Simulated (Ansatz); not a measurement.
AlAsCl₃H₃, SMILES `[Cl][Al-]([Cl])([Cl])[AsH3+]`. Charge 0, multiplicity 1. The structure was optimised at the PBE0-D4/def2-TZVP level.

```xyz
8

Cl    1.502   -2.090   -0.913
Al   -0.049   -1.388    0.323
Cl   -2.022   -1.817   -0.267
Cl    0.338   -1.280    2.388
As    0.039    1.122   -0.261
H     1.313    1.874    0.008
H    -0.187    1.531   -1.690
H    -0.935    2.047    0.413
```

Problem. What is the dipole moment at PBE/def2-TZVPP? (Estimate.)

Solution. Computed: 5.20 D, with components (0.18, 5.06, -1.18) D in this frame, pointing from negative to positive charge.

Problem. And with r2SCAN, B3LYP, ωB97M-V? (An estimate is asked.)

Solution. Ansatz gave: r2SCAN 5.39 D, B3LYP 5.28 D, ωB97M-V 5.35 D.

Problem. Give the Mulliken charges with PBE, r2SCAN, ωB97M-V in def2-TZVPP. (An estimate is asked.)

Solution. Computed: 
```
atom    PBE  r2SCAN  ωB97M-V
 Cl1  -0.24   -0.27    -0.24
 Al2   0.44    0.54     0.44
 Cl3  -0.24   -0.27    -0.24
 Cl4  -0.24   -0.27    -0.24
 As5   0.17    0.17     0.08
  H6   0.04    0.04     0.07
  H7   0.04    0.04     0.07
  H8   0.04    0.04     0.07
```

B3LYP here is the variant with VWN-RPA as its local correlation; programs differ in this.
